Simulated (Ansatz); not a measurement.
C2H8FInS at its PBE0-D4/def2-TZVP geometry, where that method's forces vanish. Total charge 0; spin multiplicity 1. In takes the def2 core potential. The bonds changed during the relaxation, so this is another structure than the one it started from.

```xyz
13

C    -1.3118    0.8129    1.4366
In    0.1232    0.2463   -0.0425
C     2.2417    0.2324   -0.3104
F    -0.2935   -2.2701   -0.1276
S    -0.9915   -0.3277   -2.2026
H    -1.9111    1.6464    1.0672
H    -1.9706   -0.0362    1.6235
H    -0.8315    1.1054    2.3701
H     2.5431   -0.7597   -0.6488
H     2.7640    0.4698    0.6161
H     2.5191    0.9606   -1.0740
H    -0.6466   -1.9575   -0.9718
H    -2.2342   -0.1225   -1.7357
```

Question: What forces (eV/Å) does ωB97M-V/def2-TZVPP give on these atoms in Ansatz? (Best estimate.)

Answer: The calculation gave: 
```
C1   0.036  0.001 -0.003
In2 -0.030 -0.046 -0.037
C3  -0.015  0.011  0.023
F4  -0.031  0.108 -0.097
S5  -0.063  0.091  0.039
H6   0.035 -0.065  0.041
H7   0.040  0.071 -0.006
H8  -0.062 -0.020 -0.064
H9  -0.009  0.081  0.025
H10 -0.020 -0.023 -0.089
H11 -0.004 -0.063  0.062
H12  0.043 -0.132  0.133
H13  0.079 -0.015 -0.027
```
